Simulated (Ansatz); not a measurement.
Two structures of BNH$_{3}$ClO, closed shell, reached by relaxing down either side of one saddle point (PBE0-D4/def2-TZVP). Energies are electronic, without zero-point energy. Program: Ansatz 0.2.0. Basis: def2-TZVPP and def2-QZVPP. Cores are frozen in the correlated methods. Extrapolation: Hartree–Fock as exp(−7.88 √X), correlation as X^−2.97. First:

```
7
angstrom
B -0.1985 0.4273 0.2275
N 0.7894 -0.5059 -0.1122
O -1.4978 0.3791 -0.1728
H -1.7109 -0.3705 -0.7321
Cl 0.2545 1.7956 1.2644
H 0.6296 -1.3112 -0.6908
H 1.7336 -0.4143 0.2158
```

Second:

B1  (-0.595, 0.633, 0.347)
N2  (0.345, -0.512, -0.360)
O3  (-1.731, 0.813, -0.118)
H4  (-0.214, -0.905, -1.113)
Cl5  (0.383, 1.337, 1.688)
H6  (0.607, -1.246, 0.294)
H7  (1.204, -0.119, -0.737)
(Å)

Task: Which bonds change from the first to the second?

Result: BNH₃ClO ([NH2][B]([OH])[Cl]) → BClO + NH₃ (still joined by a long B–N bond); bonds formed: N2–H4; bonds broken: O3–H4; bonds weakened to dative contacts: B1–N2.

Task: Give the saddle point's structure and its height above each. (Judge from chemistry; the value comes from the calculation.)

Result: By the calculation: 204.6 kJ/mol above the first and 86.1 kJ/mol above the second (CCSD(T) at an estimated basis limit (MP2 extrapolated from triple and quadruple zeta, plus CCSD(T) − MP2 in triple zeta)).
B1  (-0.399, 0.554, 0.374)
N2  (0.457, -0.544, -0.329)
O3  (-1.501, 0.519, -0.304)
H4  (-0.678, -0.399, -0.831)
Cl5  (0.173, 1.497, 1.739)
H6  (0.671, -1.383, 0.196)
H7  (1.276, -0.244, -0.845)
(Å)

The T1 diagnostic stays at or below 0.014.

Labels in which every atom is bracketed show which atoms are joined, not bond orders.

For scale, one of the runs: CCSD(T)/def2-TZVPP, 177 basis functions, launched by `ansatz run in.yaml --threads 2 --pin off --events-out ev --progress --plain --max-ram 4352MiB`. Hardware: 2 CPU threads, shared host. Wall time 42 s; peak host memory 1.7 GiB.
